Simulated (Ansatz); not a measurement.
`C#C[SiH](C)Cl` + CH₃OH → `C#C[SiH](C)OC` + HCl at 500 K and 1 bar (ligand exchange at the Si–Cl bond).

Program: Ansatz. Geometries: PBE0-D4/def2-TZVP. ΔE: electronic, gas phase. CCSD(T)/CBS adds triple-zeta CCSD(T) − MP2 to the extrapolated MP2 energy (def2 sets, frozen cores). This one scheme is used for every species. Each species was taken in one conformer, which may not be the lowest.

```csv
species,CCSD(T)/CBS energy (Eh),H − E (kJ/mol),S (J/(mol·K))
`C#C[SiH](C)Cl`,-866.03655,222.0,413.3
CH₃OH,-115.61712,157.0,265.4
`C#C[SiH](C)OC`,-521.27282,340.8,467.5
HCl,-460.38127,32.5,201.9
```

H − E and S are ideal-gas, rigid-rotor, harmonic terms from PBE0-D4/def2-TZVP, for one conformer and one mirror image of each species. 1 Eh = 2625.50 kJ/mol, R = 8.31446 J/(mol·K).

**Question.** By hand: ΔE, ΔH, ΔS and ΔG.

**Answer.** ΔE = (-521.27282) + (-460.38127) − (-866.03655) − (-115.61712) = -0.00042 Eh = -1.1 kJ/mol. Δ(H − E) = 340.8 + 32.5 − 222.0 − 157.0 = -5.7, so ΔH = -6.8 kJ/mol. ΔS = 467.5 + 201.9 − 413.3 − 265.4 = -9.3 J/(mol·K). ΔG = -6.8 − 500 × (-9.3)/1000 = -2.1 kJ/mol.

**Question.** By hand: the equilibrium constant, and the temperature at which ΔG would vanish if ΔH and ΔS stayed fixed.

**Answer.** log₁₀ K = −ΔG/(RT ln 10) = 0.2. ΔG = 0 at ΔH/ΔS = 731 K, though so small a ΔH makes that figure unsure.

TΔS isn't small against ΔH here. The sign of ΔG lies within the doubt. A doubt of 5 kJ/mol in ΔE shifts log₁₀ K by 0.5 here. Other conformers and mirror images would add mixing entropy, several J/(mol·K) or more a flexible species. These are equilibria of isolated gas molecules and say nothing of rates. Largest T1 diagnostic: 0.012 (customary marks: 0.02 for closed shells, 0.045 for open ones).
